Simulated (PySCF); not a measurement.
Manganese: a sound run and one with changed settings

Sound run: Mn⁺ [Ar] 3d5 4s1, Mn²⁺ [Ar] 3d5. Calculation: PySCF 2.14, in pcseg-2; no relativity, point nucleus. In the sound run the correlated levels freeze [Ar]. The sound run starts from symmetry-adapted Hartree-Fock orbitals and uses a fine grid where one is needed.

Changed run: the spin-free X2C one-electron Hamiltonian (Gaussian nucleus). This setting is unsound on purpose.

```tsv
species	method	sound run (hartree)	changed run (hartree)	converged
Mn⁺	UHF	-1149.62764	-1155.92586	yes
Mn⁺	PBE	-1150.48654	-1156.78180	yes
Mn⁺	M06-L	-1150.66476	-1156.96320	yes
Mn⁺	MP2	-1149.70254	-1156.00172	yes
Mn²⁺	UHF	-1149.08695	-1155.37956	yes
Mn²⁺	PBE	-1149.89456	-1156.18299	yes
Mn²⁺	M06-L	-1150.10513	-1156.39623	yes
Mn²⁺	MP2	-1149.14642	-1155.43948	yes
```

Ionisation energy of Mn⁺:

```tsv
method	sound run (eV)	changed run (eV)
UHF	14.713	14.866
PBE	16.109	16.295
M06-L	15.228	15.428
MP2	15.133	15.299
SCS-MP2	14.853	15.010
```

Most of the change in total energy is the relativistic energy itself. On top of that the contraction fixes the core shape for the Hamiltonian it was made with, so the changed run is not a good calculation with the other Hamiltonian either.

For comparison, NIST gives 15.640 eV between the lowest levels.
